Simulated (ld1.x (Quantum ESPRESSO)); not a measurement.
## Which change was made? (Cr, TM)

ld1.x (Quantum ESPRESSO) 7.5 input, shortened:

```
&input
   title='Cr', zed=24., rel=1, dft='PW91', iswitch=3,
   config='[Ar] 3d5 4s0.75 4p0 4f-2'
 /
 &inputp
   pseudotype=2, tm=.true., lloc=3,
   nlcc=.true., rcore=1.00
 /
4
4S  1  0   0.75   0.00  2.50  2.50  0.0
4P  2  1   0.00   0.00  3.20  3.20  0.0
3D  3  2   5.00   0.00  1.60  1.60  0.0
4F  4  3  -2.00   0.05  3.30  3.30  0.0
 &test
   configts(1)='3d5 4s0.75 4p0'
 /
```

Cutoffs, loose and tight: the cutoffs (Ry, on a coarse ladder) from which the occupation-weighted sum of valence levels, in a spherical-Bessel basis at the reference potential, stays within 10 and 1 mRy of its value at 400 Ry. They do not see the model core or the augmentation charge, which bear on the density cutoff. Test errors are all-electron minus pseudo excitation energies from the reference, over the configurations 3d5 4s1 4p0; 3d5 4s0 4p0; 3d4 4s0 4p0; 3d5 4s0.5 4p0; 3d4 4s2 4p0; 3d6 4s0 4p0; 3d3 4s0 4p0; variants that change the core or the reference have their own tests.

The base gives: outcome: generated; cutoff, loose: 90 Ry; cutoff, tight: 100 Ry; bound ghosts: none; largest test error (meV): -854.

Task: After one change the result is: outcome: generated; cutoff, loose: 120 Ry; cutoff, tight: 140 Ry; bound ghosts: none; largest test error (meV): -836. Which change was it?
A. all radii but the core radius scaled by about 0.81 (s 2.04, p 2.60, d 1.30, f 2.68 bohr)
B. reference 3d5 4s0 4p1
C. wave 3d (bound): rc 1.60 bohr becomes 3d (bound): rc 2.18 bohr
D. local potential the s channel

Result: A. The others give: local potential the s channel → outcome: generated; cutoff, loose: 90 Ry; cutoff, tight: 100 Ry; bound ghosts: none; largest test error (meV): -1440 | wave 3d (bound): rc 1.60 bohr becomes 3d (bound): rc 2.18 bohr → outcome: generated; cutoff, loose: 55 Ry; cutoff, tight: 70 Ry; bound ghosts: none; largest test error (meV): -532 | reference 3d5 4s0 4p1 → outcome: generated; cutoff, loose: 90 Ry; cutoff, tight: 100 Ry; bound ghosts: none; largest test error (meV): -167.
